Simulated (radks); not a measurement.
Species: As+. Configuration: [Ar] 3d9 4s2 4p3 (not the ground configuration). Method: scalar-relativistic Kohn-Sham, r2SCAN, spin-unpolarised, spherical densities, finite nucleus; meta-GGA in the generalised Kohn-Sham scheme; Fermi nuclear charge, rms radius 4.0968 fm; computed with a radial shooting solver on a logarithmic mesh with Libxc functionals. Some entries of the table are withheld. Estimate them.

orbital  occ.  eigenvalue (hartree)  r(max) (bohr)
1s          2             -432.7352            (1)
2s          2             -56.01975         0.1699
2p          6                   (2)         0.1364
3s          2              -7.99874            (3)
3p          6              -5.83962         0.5183
3d          9              -2.30374         0.4725
4s          2              -0.98492          1.540
4p          3              -0.56730            (4)

Answer. 
(1) 1s r(max) (bohr): 0.02974
(2) 2p eigenvalue (hartree): -49.15600
(3) 3s r(max) (bohr): 0.5192
(4) 4p r(max) (bohr): 1.787
